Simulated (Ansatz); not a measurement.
Born–Oppenheimer molecular dynamics of BBrClH4N (8 atoms, charge 0, multiplicity 1). It starts at the highest image of a converged band, a first-order saddle point between two minima.

Method: Ansatz, RKS PBE-D4/def2-SVP.

```json
{
 "ensemble": "NVE (velocity Verlet)",
 "time step": "0.5 fs",
 "steps asked": "200",
 "starting velocities drawn for": "100 K",
 "seed": "4300"
}
```

Frames 5 fs apart, positions in Å, forces in eV/Å.

Velocities at 30 fs (Å/ps):

```
B -3.39 8.79 -2.14
N -1.20 11.50 3.46
H 1.97 2.02 8.64
H -2.11 9.17 3.96
Cl 0.80 1.39 -0.25
H -0.90 10.48 2.81
Br 0.24 -3.89 -0.29
H 7.05 -16.59 -8.79
```

```xyz
8
Properties=species:S:1:pos:R:3:forces:R:3 time_fs=30 energy_less_start_eV=-0.185 T=339
B 0.053 0.144 0.312 -0.44 -0.38 0.16
N 0.028 0.118 1.744 -0.71 0.25 -0.55
H -0.846 -0.025 2.279 0.44 0.12 -0.35
H 0.785 0.510 2.280 0.48 0.30 0.46
Cl 1.516 0.610 -0.576 -0.14 0.11 0.24
H -0.917 -0.272 -0.314 0.23 0.42 0.17
Br 0.415 -2.807 0.643 0.13 -1.67 -0.79
H 0.446 -1.754 1.575 0.00 0.85 0.67
8
Properties=species:S:1:pos:R:3:forces:R:3 time_fs=35 energy_less_start_eV=-0.250 T=423
B 0.034 0.185 0.308 0.51 0.01 1.10
N 0.021 0.179 1.755 1.12 0.66 -0.74
H -0.814 -0.004 2.295 -0.50 -0.01 0.15
H 0.797 0.571 2.323 -0.48 -0.23 -0.43
Cl 1.519 0.618 -0.577 -0.30 0.08 0.29
H -0.921 -0.183 -0.297 -0.43 0.06 -0.24
Br 0.416 -2.829 0.640 0.13 -0.46 0.17
H 0.481 -1.734 1.611 -0.06 -0.11 -0.28
8
Properties=species:S:1:pos:R:3:forces:R:3 time_fs=40 energy_less_start_eV=-0.288 T=472
B 0.023 0.226 0.325 0.02 0.10 0.07
N 0.022 0.247 1.754 -0.86 -0.28 -0.48
H -0.829 0.032 2.300 0.33 0.23 -0.37
H 0.771 0.614 2.320 0.57 0.22 0.25
Cl 1.520 0.626 -0.575 -0.41 0.01 0.34
H -0.985 -0.065 -0.311 0.31 0.12 0.27
Br 0.418 -2.852 0.638 0.14 0.18 0.59
H 0.502 -1.715 1.605 -0.11 -0.58 -0.68
8
Properties=species:S:1:pos:R:3:forces:R:3 time_fs=45 energy_less_start_eV=-0.310 T=501
B 0.015 0.269 0.343 0.39 0.51 -0.50
N 0.018 0.315 1.746 0.68 0.24 0.22
H -0.826 0.106 2.262 -0.37 0.07 0.30
H 0.801 0.671 2.321 -0.36 -0.28 -0.35
Cl 1.519 0.634 -0.571 -0.39 -0.04 0.31
H -1.003 0.072 -0.280 0.01 -0.15 0.05
Br 0.420 -2.876 0.637 -0.02 -1.48 -0.86
H 0.504 -1.779 1.487 0.05 1.14 0.83
8
Properties=species:S:1:pos:R:3:forces:R:3 time_fs=50 energy_less_start_eV=-0.353 T=555
B 0.014 0.323 0.351 0.35 0.56 -0.83
N 0.018 0.383 1.740 -0.55 -0.32 0.51
H -0.853 0.209 2.258 0.32 0.21 -0.01
H 0.811 0.691 2.288 0.33 0.05 0.33
Cl 1.515 0.641 -0.566 -0.25 -0.04 0.20
H -1.018 0.177 -0.239 -0.19 -0.24 -0.19
Br 0.422 -2.903 0.634 0.11 0.41 0.50
H 0.508 -1.681 1.478 -0.12 -0.63 -0.50
8
Properties=species:S:1:pos:R:3:forces:R:3 time_fs=55 energy_less_start_eV=-0.403 T=620
B 0.019 0.388 0.343 -0.73 0.26 -0.29
N 0.015 0.448 1.743 0.55 -0.01 0.25
H -0.848 0.354 2.274 -0.06 0.03 0.12
H 0.848 0.705 2.293 -0.29 -0.11 -0.10
Cl 1.510 0.649 -0.558 0.13 0.02 -0.08
H -1.056 0.230 -0.232 0.43 -0.05 0.06
Br 0.424 -2.929 0.632 0.07 0.20 0.27
H 0.489 -1.677 1.394 -0.11 -0.35 -0.24
8
Properties=species:S:1:pos:R:3:forces:R:3 time_fs=60 energy_less_start_eV=-0.391 T=604
B 0.012 0.460 0.330 -0.24 0.09 1.10
N 0.018 0.513 1.750 0.03 -0.04 -0.45
H -0.840 0.505 2.307 0.02 -0.09 -0.11
H 0.857 0.703 2.299 0.09 0.06 0.00
Cl 1.505 0.656 -0.552 0.44 0.08 -0.31
H -1.026 0.267 -0.228 -0.31 0.00 -0.31
Br 0.427 -2.955 0.631 0.03 -1.11 -0.49
H 0.444 -1.711 1.275 -0.07 1.01 0.55
8
Properties=species:S:1:pos:R:3:forces:R:3 time_fs=65 energy_less_start_eV=-0.376 T=585
B -0.003 0.534 0.336 -0.39 -0.26 0.33
N 0.022 0.576 1.750 -0.17 0.01 -0.05
H -0.830 0.638 2.319 0.09 -0.18 -0.18
H 0.874 0.714 2.298 0.03 0.10 -0.12
Cl 1.504 0.664 -0.547 0.38 0.10 -0.25
H -1.036 0.309 -0.274 0.12 0.25 0.17
Br 0.430 -2.984 0.629 -0.01 1.04 0.52
H 0.383 -1.605 1.238 -0.05 -1.06 -0.42
8
Properties=species:S:1:pos:R:3:forces:R:3 time_fs=70 energy_less_start_eV=-0.407 T=624
B -0.025 0.602 0.350 0.23 -0.30 -0.35
N 0.024 0.640 1.748 0.18 0.05 0.03
H -0.818 0.730 2.306 -0.23 -0.13 0.23
H 0.900 0.746 2.273 -0.19 0.07 -0.13
Cl 1.504 0.673 -0.544 0.11 0.07 -0.10
H -1.036 0.404 -0.292 -0.06 0.25 0.22
Br 0.432 -3.010 0.628 0.03 -0.28 -0.08
H 0.310 -1.678 1.135 -0.06 0.27 0.17
8
Properties=species:S:1:pos:R:3:forces:R:3 time_fs=75 energy_less_start_eV=-0.405 T=621
B -0.041 0.664 0.358 0.73 -0.11 -0.49
N 0.025 0.704 1.747 -0.84 0.02 0.27
H -0.826 0.789 2.322 0.42 -0.12 -0.11
H 0.908 0.800 2.236 0.23 0.06 0.27
Cl 1.506 0.682 -0.542 -0.18 0.04 0.01
H -1.057 0.554 -0.266 -0.34 0.09 -0.04
Br 0.435 -3.037 0.627 0.05 -0.38 -0.12
H 0.217 -1.698 1.063 -0.07 0.40 0.20
8
Properties=species:S:1:pos:R:3:forces:R:3 time_fs=80 energy_less_start_eV=-0.361 T=566
B -0.045 0.724 0.355 -0.09 0.13 -0.47
N 0.019 0.769 1.749 0.85 -0.07 0.00
H -0.792 0.825 2.346 -0.44 0.03 0.32
H 0.928 0.862 2.233 -0.46 -0.11 -0.13
Cl 1.506 0.692 -0.539 -0.34 0.03 0.01
H -1.129 0.726 -0.234 0.48 -0.07 0.17
Br 0.438 -3.064 0.626 -0.29 1.19 0.34
H 0.118 -1.653 1.033 0.28 -1.13 -0.25
8
Properties=species:S:1:pos:R:3:forces:R:3 time_fs=85 energy_less_start_eV=-0.335 T=533
B -0.047 0.787 0.344 0.37 0.32 0.77
N 0.019 0.832 1.752 -0.75 -0.17 -0.13
H -0.793 0.862 2.393 0.35 0.06 -0.54
H 0.903 0.905 2.235 0.50 -0.10 0.28
Cl 1.504 0.702 -0.537 -0.34 0.02 -0.06
H -1.122 0.882 -0.181 -0.13 -0.19 -0.39
Br 0.440 -3.090 0.625 0.31 -1.11 -0.30
H 0.064 -1.792 0.967 -0.30 1.17 0.37
```

Of the whole run (100 fs, mean temperature of the second half 578 K): The conserved energy stayed within 0.073 meV per atom of its start (net change 0.05 meV per atom), so the integration is sound. The kinetic energy rose, since the run started high on the potential surface and went downhill. It ends in pieces (BClH3N + BrH), so much of that is their flight and rotation, not heat. A run of 0.1 ps of so small a system gives no equilibrium averages. The orbitals stay closed-shell, which can raise the energy where a bond breaks towards radicals; this wasn't checked here.

Run time: 5.2 min on 2 threads of Arm Neoverse V2, with other jobs on the host, peak memory 0.13 GiB.
